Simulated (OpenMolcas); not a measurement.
Te III: from CASSCF to CASPT2

```yaml
Program: OpenMolcas
Basis: ANO-RCC-VTZP [7s6p4d2f1g]
Scalar_Hamiltonian: DKH2, point nucleus
Active_space: 4 electrons in 4 orbitals (5s 5p)
State_averaging: 2S+1 = 3 even, 6 roots; 2S+1 = 1 even, 12 roots; 2S+1 = 5 odd, 1 root; 2S+1 = 3 odd, 9 roots; 2S+1 = 1 odd, 8 roots
Spin-orbit_coupling: state interaction with AMFI integrals over the reference wave functions, term energies averaged over their components
```

Methods on the same reference wave functions:
A. CASSCF
B. SS-CASPT2, IPEA 0.25 Eh, imaginary shift 0.1 Eh (closed shells correlated: 4d)
C. MS-CASPT2, IPEA 0.25 Eh, imaginary shift 0.1 Eh (closed shells correlated: 4d)

Energies in cm⁻¹ above 5s² 5p² ³P₀, the measured ground level; measured values from the list in Zhang, Palmeri, Quinet and Biemont, Astron. Astrophys. 551, A136 (2013).

```json
{"Level": "5s² 5p² ³P₀", "A": "0.0", "B": "0.0", "C": "0.0", "Measured": "0.0"}
{"Level": "5s² 5p² ³P₁", "A": "4144", "B": "4100", "C": "4140", "Measured": "4757"}
{"Level": "5s² 5p² ³P₂", "A": "7757", "B": "7270", "C": "7340", "Measured": "8167"}
{"Level": "5s² 5p² ¹D₂", "A": "18588", "B": "15970", "C": "16080", "Measured": "17360"}
{"Level": "5s² 5p² ¹S₀", "A": "29362", "B": "30070", "C": "29830", "Measured": "30398"}
{"Level": "5s 5p³ ⁵S°₂", "A": "51427", "B": "62030", "C": "62250", "Measured": "64586"}
{"Level": "5s 5p³ ³D°₂", "A": "87018", "B": "80560", "C": "80780", "Measured": "83203"}
{"Level": "5s 5p³ ³D°₁", "A": "87208", "B": "80520", "C": "80740", "Measured": "82889"}
{"Level": "5s 5p³ ³D°₃", "A": "88427", "B": "81670", "C": "81890", "Measured": "85206"}
{"Level": "5s 5p³ ³P°₀", "A": "99263", "B": "95660", "C": "95880", "Measured": "96062"}
{"Level": "5s 5p³ ³P°₁", "A": "99861", "B": "95950", "C": "96170", "Measured": "96582"}
{"Level": "5s 5p³ ³P°₂", "A": "100786", "B": "96550", "C": "96770", "Measured": ""}
{"Level": "5s 5p³ ¹D°₂", "A": "128101", "B": "108510", "C": "108740", "Measured": ""}
{"Level": "5s 5p³ ³S°₁", "A": "130000", "B": "114060", "C": "114290", "Measured": "114216"}
{"Level": "5s 5p³ ¹P°₁", "A": "140453", "B": "123440", "C": "123660", "Measured": ""}
{"Level": "5p⁴ ³P₂ [74 %]", "A": "194301", "B": "180400", "C": "180720", "Measured": ""}
{"Level": "5p⁴ ³P₁", "A": "199933", "B": "187200", "C": "187610", "Measured": ""}
{"Level": "5p⁴ ³P₀", "A": "200740", "B": "187330", "C": "187780", "Measured": ""}
{"Level": "5p⁴ ¹D₂ [74 %]", "A": "209192", "B": "188170", "C": "188580", "Measured": ""}
```

Deviations, from unrounded energies. A percentage is the sum of absolute deviations over the sum of measured energies, with the sign that they share, or ± where signs differ.

```csv
Against measurement,Levels,A,B,C
mean absolute deviation (cm-1),11,4600,1400,1300
fine structure of the ground term (%),2,-7.9,-12.0,-11.1
other terms of the ground configuration (%),2,±4.7,-3.6,-3.9
other configurations (%),7,±7.5,-2.0,±1.7
```

C lies closest to measurement on these levels and A furthest from it. The largest miss of C in the table is 5s 5p³ ³D°₃, by -3300 cm-1. The ranking rests on the paired levels alone, and a cruder setting can come out closer through cancelling errors.

Between B and C the level of the table that moves most is 5p⁴ ³P₀, by 450 cm-1 (lowest in B, highest in C). Moves below CASPT2's spread within the term are not significant.

The mean deviations of B to C differ by less than CASPT2's widest spread within a term (1600 cm-1), so their order carries little weight.

From A to B the spin-free energies of the other terms of 5s² 5p² shown, above ³P, scale by factors of 0.72 to 1.04.

The lowest spin-free term lies below A's lowest term by 0.478 hartree in B, 0.479 hartree in C.

CASPT2 does not keep the components of a term degenerate, so their means are used; among the terms shown or strongly mixed into the levels shown the widest spread is 1600 cm-1 (5s 5p³ ¹D°, C). Over all roots computed the reference weight is 0.82 to 0.94 in B, 0.82 to 0.94 in C; the roots of lowest weight are the least certain, and an intruder state may touch them. Terms of s pⁿ other than that of highest spin mix with s² pⁿ⁻² d, which this space lacks; all of them can be thousands of cm-1 off, and some have no real level of that name. Computed and measured levels are paired by configuration, term and J; levels that our copy of the source lacks, or whose pairing is in doubt (as where it misses far off the trend of its configuration), stay unpaired and out of the deviations. Levels of configurations outside the active space are missing. Levels that lie high or do not pair safely by name in every column are left out.

A share in square brackets marks a mixed level and gives the weight of the term that names it, the lowest over the columns. ° marks odd parity.
